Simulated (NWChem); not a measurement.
System: GeH4SeS; SMILES [Se](S)[GeH3]

The following NWChem deck was run.

```
start job
memory heap 200 mb stack 900 mb global 1100 mb
geometry units angstroms
  Se    -0.593695     0.143814     0.770010
  S     -1.770148     0.689492    -0.994521
  H     -1.395660     1.969343    -1.065912
  Ge     1.371273    -0.463699    -0.357864
  H      2.400622    -0.894339     0.640373
  H      1.102266    -1.572576    -1.331194
  H      1.889744     0.714831    -1.135704
end
basis spherical
  * library def2-svp
end
dft
  xc pbe0
  iterations 150
end
driver
  maxiter 120
end
task dft optimize
task dft freq
```

This build's default masses of Se (78.918 u) and Br (79.917 u) are each other's, which moves their modes by up to 0.6 %.

The level has its own optimisation; frequencies are unscaled.

**Question.** What results follow from this input? (PBE0/def2-SVP.) Quantities: r S–Se (Å); r Ge–Se (Å); r H–S (Å); highest harmonic frequency (cm⁻¹); lowest (cm⁻¹); zero-point energy (kcal/mol); dipole (D).

**Answer.** 
| Item | Result |
|---|---|
| r S–Se (Å) | 2.225 |
| r Ge–Se (Å) | 2.369 |
| r H–S (Å) | 1.354 |
| highest harmonic frequency (cm⁻¹) | 2684 |
| lowest (cm⁻¹) | 103 |
| zero-point energy (kcal/mol) | 21.2 |
| dipole (D) | 1.51 |
